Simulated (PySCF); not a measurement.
B2BiO, charge -1. Atoms are numbered in the order given.

```xyz
4

Bi     0.0000     0.0000     0.6706
B      0.0000     0.0000    -1.3702
B      0.0000     0.0000    -3.0015
O      0.0000     0.0000    -4.2252
```
Charge -1, spin multiplicity 1.

The structure is a stationary point at PBE0-D3(BJ)/def2-SVPD. The def2 effective core potentials stand for the cores of Bi; spin–orbit coupling is left out.

The numbers are results of B3LYP/def2-TZVPD in PySCF, not measurements.

The molecule is in vacuum.

The total energy is -339.78268 hartree. The point group is C∞v. The highest occupied level is -1.01 eV and the lowest empty level comes out as 2.37 eV. The orbital gap is 3.38 eV. The dipole moment about the centre of nuclear charge is 6.75 D and the mean static polarisability comes out as 126.9 bohr³ (18.81 Å³). The polarisability, principal values comes out as 100.1, 100.1, 180.6 bohr³.
